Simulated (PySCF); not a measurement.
SiFCl3, SMILES F[Si](Cl)(Cl)Cl. Heavy atoms are numbered as in [F:1][Si:2]([Cl:3])([Cl:4])[Cl:5].

The structure is a stationary point at B3LYP-D3(BJ)/def2-SVP.

Computed with KT2/pcSseg-1 in PySCF.

GIAO shieldings, no solvent; atoms alike by connectivity are averaged. δ = σ(ref) − σ: ¹⁹F against CFCl3 (σ = 127.1 ppm); ²⁹Si against TMS (σ = 361.9 ppm); ³⁵Cl against HCl (σ = 945.4 ppm), references at their B3LYP-D3(BJ)/def2-TZVP geometries, non-relativistic (without spin–orbit terms, shifts of atoms bonded to Cl or Br come out too high).

```csv
nucleus,atoms,count,δ (ppm)
¹⁹F,F1,1,-103.2
²⁹Si,Si2,1,-4.4
³⁵Cl,Cl3,3,178.9
```
